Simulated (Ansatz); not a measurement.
Mulliken charges of CH5NSSi (`[SiH3]/N=C\S`) from B3LYP/def2-TZVPP in Ansatz (PBE0-D4/def2-TZVP geometry).

```csv
atom,x (Å),y (Å),z (Å),charge (e)
Si1,-0.109,1.070,-0.805,0.378
N2,0.141,-0.633,-0.725,-0.296
C3,0.218,-1.470,0.202,0.017
S4,0.096,-1.267,1.955,-0.093
H5,-1.319,1.308,-1.628,-0.062
H6,-0.303,1.747,0.515,-0.098
H7,1.080,1.668,-1.460,-0.062
H8,0.389,-2.531,-0.016,0.106
H9,-0.104,0.063,1.945,0.111
```

By hand: the dipole of these point charges (1 e Å = 4.8032 D).

Σ q r = (-0.014, 0.068, 0.087) e Å, of length 0.111 e Å = 0.53 D.

How does the dipole of the full density compare? (An estimate is asked.)

Ansatz gave: (-0.013, 0.028, 0.168) e Å, 0.82 D; the point charges give 0.65 times that, at 29° from its direction.

Point charges leave out the atoms' own dipoles, such as those of lone pairs, and Mulliken's split depends on the basis, so the two needn't agree.

B3LYP here is the variant with VWN-RPA as its local correlation; programs differ in this.
